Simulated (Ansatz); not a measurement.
Isolated molecules relaxed with PBE0-D4/def2-TZVP in Ansatz; ΔE leaves out vibrations. CBS: MP2 limit from def2 TZ/QZ plus the TZ coupled-cluster correction, frozen cores. This one scheme is used for every species. DFT in def2-TZVPP. For Br outer-core shells are correlated without core-valence functions, which leaves a few kJ/mol of doubt a bond. Scalar relativity is left out up to krypton. One conformer a species, not always the lowest.

`COB(O)Br` + CH₄ → `COB(C)Br` + H₂O  (formal exchange of groups at a B–O bond)

`COB(O)Br`:

```xyz
9

C    -0.222   -1.219   -0.788
O    -0.561    0.122   -0.499
B     0.030    0.874    0.437
O    -0.388    2.145    0.614
Br    1.481    0.173    1.549
H    -0.363   -1.856    0.088
H     0.816   -1.297   -1.118
H    -0.882   -1.552   -1.587
H     0.090    2.609    1.304
```

CH₄:

Z-matrix (Å, degrees):
```
C
H 1 1.090
H 1 1.090 2 109.5
H 1 1.090 2 109.5 3 -120.0
H 1 1.090 2 109.5 3 120.0
```

`COB(C)Br`:

```xyz
11

C    -0.708    0.141   -1.828
O    -0.669   -0.019   -0.425
B     0.401    0.003    0.374
C     0.259   -0.200    1.912
Br    2.194    0.290   -0.363
H    -1.414    0.940   -2.060
H     0.275    0.388   -2.233
H    -1.064   -0.789   -2.274
H    -0.784   -0.327    2.209
H     0.682    0.650    2.454
H     0.827   -1.078    2.234
```

H₂O:

```xyz
3

O     0.146    0.317   -0.173
H    -0.518    0.283    0.519
H     0.372   -0.600   -0.346
```

```csv
species,PBE0-D4 energy (Eh)
`COB(O)Br`,-2789.65966
CH₄,-40.47612
`COB(C)Br`,-2753.71090
H₂O,-76.38097
```

(1) Work out ΔE.

Largest T1 diagnostic among the species: 0.011.

## Answers

(1) ΔE = (-2753.71090) + (-76.38097) − (-2789.65966) − (-40.47612) = 0.04391 Eh = +115.3 kJ/mol. CCSD(T)/CBS gives +112.6 kJ/mol.

From BLYP to BHLYP (50 % exact exchange), in def2-TZVPP and without D4, ΔE moves by +3.7 kJ/mol. In def2-TZVPP, CCSD(T) changes the Hartree–Fock value by −15.5 kJ/mol (the triples alone add −1.3 kJ/mol) and MP2 by −16.0 kJ/mol. At CCSD(T), def2-SVP lies +25.1 kJ/mol from the extrapolated value and def2-TZVPP +4.7 kJ/mol.
